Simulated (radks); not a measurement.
Values are calculated unless marked as measured or tabulated.
Question: The mean radii <r> (bohr) of the occupied orbitals of an atom or ion are listed with their occupations. Level of theory: Dirac Kohn-Sham, BLYP, spin-unpolarised, spherical densities, point nucleus (a radial shooting solver on a logarithmic mesh with Libxc functionals).

| orbital | occ. | <r> |
|---|---|---|
| 1s1/2 | 2 | 0.02231 |
| 2s1/2 | 2 | 0.09459 |
| 2p1/2 | 2 | 0.07907 |
| 2p3/2 | 4 | 0.08580 |
| 3s1/2 | 2 | 0.2492 |
| 3p1/2 | 2 | 0.2389 |
| 3p3/2 | 4 | 0.2518 |
| 3d3/2 | 4 | 0.2236 |
| 3d5/2 | 6 | 0.2276 |
| 4s1/2 | 2 | 0.5643 |
| 4p1/2 | 2 | 0.5768 |
| 4p3/2 | 4 | 0.6056 |
| 4d3/2 | 4 | 0.6421 |
| 4d5/2 | 6 | 0.6521 |
| 5s1/2 | 2 | 1.325 |
| 5p1/2 | 2 | 1.464 |
| 5p3/2 | 4 | 1.544 |
| 4f5/2 | 5 | 0.8269 |
| 6s1/2 | 1 | 3.296 |
| 6p1/2 | 2 | 3.927 |

Name the element and its charge. Open shells, if any, fill j = l - 1/2 first.

Answer: Z = 63, europium, charge +1: Eu+ in [Xe] 4f5 6s1 6p2. The 1s radius gives Z: for a bare nucleus <r> = (2 gamma + 1)/(2Z) with gamma = sqrt(1 - (Z/c)^2), 0.02203 bohr for Z = 63, and screening makes it slightly larger (0.02231 here). The occupations add up to 62, and the charge is Z minus that.
